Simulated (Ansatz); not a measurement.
Ideal-gas functions of `[NH2][GeH2][F]` at 800 K and 1 bar, from an Ansatz frequency run at PBE0-D4/def2-TZVP.

Molar mass 109.65 g/mol, point group Cs (symmetry number 1), electronic degeneracy 1, moments of inertia 33.198, 81.483, 105.116 u Å². Harmonic wavenumbers (cm⁻¹, unscaled): 225, 248, 507, 507, 676, 693, 729, 816, 854, 920, 1583, 2195, 2204, 3578, 3675.

Use S(trans) = R[1.5 ln M + 2.5 ln T − 1.1517]; rotational temperatures θ = 24.2544 K / I; S(rot) = R[ln(√π/σ · √(T³/θAθBθC)) + 1.5]; for each mode x = 1.438777 ν̃/T, S = R[x/(eˣ − 1) − ln(1 − e⁻ˣ)] and H = RT x/(eˣ − 1); 1 cm⁻¹ = 0.0119627 kJ/mol; R = 8.31446 J/(mol·K).

Problem. By hand: the entropy, in J/(mol·K).

Solution. Translation 188.0. Rotation: θ = 0.7306, 0.2977, 0.2307 K, giving 113.0. Vibration, mode by mode: 15.89, 15.10, 9.36, 9.36, 7.18, 7.00, 6.63, 5.83, 5.52, 5.02, 1.95, 0.81, 0.80, 0.10, 0.09, in all 90.6. Electronic 0.0. Sum 391.6 J/(mol·K).

Problem. By hand: H − E and G − E in kJ/mol, counted from the electronic energy.

Solution. Zero-point energy ½ × 19410 × 0.0119627 = 116.1; thermal vibration 39.4; translation, rotation and pV give 4 RT = 26.6. H − E = 182.1 kJ/mol, and G − E = 182.1 − 800 × 391.6/1000 = -131.2 kJ/mol.

Vibration gives 23 % of the entropy. The sum counts one conformer and one mirror image; others add a mixing term.
